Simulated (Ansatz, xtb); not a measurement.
## Two isomers of ClFH3NOSi

Structure a is `N[Si@](O)(F)Cl`, a singlet and structure b is `[NH3+][Si@-](=O)(F)Cl`, a singlet. Both are isolated molecules in the gas phase, relaxed with B3LYP-D3(BJ)/def2-SVP; the shapes shown needn't be the lowest conformers.

a (Å):

| atom | x (Å) | y (Å) | z (Å) |
| --- | --- | --- | --- |
| Cl | -3.9146 | 2.0306 | -0.4821 |
| F | -1.1421 | 2.6155 | -1.2102 |
| N | -1.6295 | 2.2846 | 1.5227 |
| O | -1.3996 | 0.2140 | -0.2028 |
| Si | -1.9141 | 1.7689 | -0.0584 |
| H | -2.2082 | 2.9706 | 1.9907 |
| H | -0.8126 | 2.0025 | 2.0516 |
| H | -1.1778 | -0.0866 | -1.0924 |

b (Å):

```
atom    x (Å)   y (Å)    z (Å)
  Cl  -3.5583  0.2212   0.1477
   F  -2.5898  2.6158  -1.2180
   N  -1.4093  2.1555   1.0930
   O  -0.6510  0.6095  -1.1233
  Si  -1.9221  1.2734  -0.5871
   H  -1.8597  1.7282   1.9075
   H  -1.6296  3.1561   1.0816
   H  -0.3942  2.0347   1.1703
```

**Question.** Estimate which is lower in electronic energy at CCSD(T)/def2-SVP + ΔMP2/def2-TZVPP, and by roughly how much.

**Answer.** The CCSD(T)/def2-SVP + ΔMP2/def2-TZVPP calculation puts structure a lower, by 28.1 kcal/mol.

Level by level:

```tsv
level	geometry	E(b) − E(a) (kcal/mol)	departure from the last row (kcal/mol)	job, with rough time for the two
GFN2-xTB	GFN2-xTB	+9.8	−18.3	optimisation, 0.3 s
HF/STO-3G	GFN2-xTB	+67.1	+39.0	single point, 0.76 s
r2SCAN-D4/def2-SVP	GFN2-xTB	+26.5	−1.6	single point, 5.3 s
B3LYP-D3(BJ)/def2-SVP	B3LYP-D3(BJ)/def2-SVP	+27.5	−0.7	optimisation, 3 min
HF/def2-SVP	B3LYP-D3(BJ)/def2-SVP	+36.2	+8.1	part of the CCSD(T) run
MP2/def2-SVP	B3LYP-D3(BJ)/def2-SVP	+26.6	−1.5	part of the CCSD(T) run
CCSD(T)/def2-SVP	B3LYP-D3(BJ)/def2-SVP	+27.3	−0.8	single point
CCSD(T)/def2-SVP + ΔMP2/def2-TZVPP	B3LYP-D3(BJ)/def2-SVP	+28.1		single point, 35 s
```

As drawn, b has 1 O=Si, 1 N–H in place of 1 O–Si, 1 O–H.

The levels shown agree on the order. The largest departure from CCSD(T)/def2-SVP + ΔMP2/def2-TZVPP is that of HF/STO-3G, 39.0 kcal/mol. The last row adds to CCSD(T) the change of the MP2 difference between the two basis sets, here +0.8 kcal/mol.

With harmonic frequencies from B3LYP-D3(BJ)/def2-SVP (ideal gas, rigid rotor, one conformer each, 298.15 K, 1 atm): the zero-point term adds +1.6 kcal/mol; ΔH is +29.5 and ΔG +29.6 kcal/mol.

The correlated steps freeze 13 core orbitals. Programs: Ansatz 0.2.0, xtb 6.7.1; the last row on 1 thread of Intel(R) Xeon(R) Platinum 8259CL CPU @ 2.50GHz (Skylake/Cascade Lake) on a shared host.
